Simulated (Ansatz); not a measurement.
`[CH3][GeH]([CH3])[SH]` and `[BH2][GeH]([CH3])[CH3]` differ in one atom or group.

Ansatz, PBE0-D4/def2-TZVP geometries, multiplicity 1. Each molecule was computed in one conformer, which needn't be the lowest.

Scalar relativity is left out up to krypton.

| property | `[CH3][GeH]([CH3])[SH]` |
| --- | --- |
| HOMO energy (PBE0/def2-TZVPP) / eV | -7.00 |
| size of the dipole moment (B3LYP/def2-TZVPP) / D | 1.81 |
| LUMO energy (B3LYP/def2-TZVPP) / eV | 0.23 |
| HOMO energy (ωB97M-V/def2-TZVPP) / eV | -9.21 |
| HOMO energy (PBE/def2-TZVPP) / eV | -5.77 |
| HOMO–LUMO gap (PBE/def2-TZVPP) / eV | 5.38 |

Task: What does the change do to each property? (An estimate is asked.)

Result: Computed: 
| property | `[BH2][GeH]([CH3])[CH3]` | shift |
| --- | --- | --- |
| HOMO energy (PBE0/def2-TZVPP) / eV | -7.74 | -0.74 |
| size of the dipole moment (B3LYP/def2-TZVPP) / D | 0.57 | -1.24 |
| LUMO energy (B3LYP/def2-TZVPP) / eV | -2.39 | -2.62 |
| HOMO energy (ωB97M-V/def2-TZVPP) / eV | -9.90 | -0.69 |
| HOMO energy (PBE/def2-TZVPP) / eV | -6.55 | -0.78 |
| HOMO–LUMO gap (PBE/def2-TZVPP) / eV | 3.38 | -2.00 |

With PBE0 the HOMO falls by 0.74 eV and the LUMO falls by 2.70 eV, so the gap narrows by about 1.96 eV. PBE moves the HOMO by -0.78 eV and ωB97M-V by -0.69 eV. Dipoles are sizes alone; their direction can turn.

Positive LUMOs are unbound, so they and the gaps depend on the basis.

B3LYP here is the variant with VWN-RPA as its local correlation; programs differ in this.
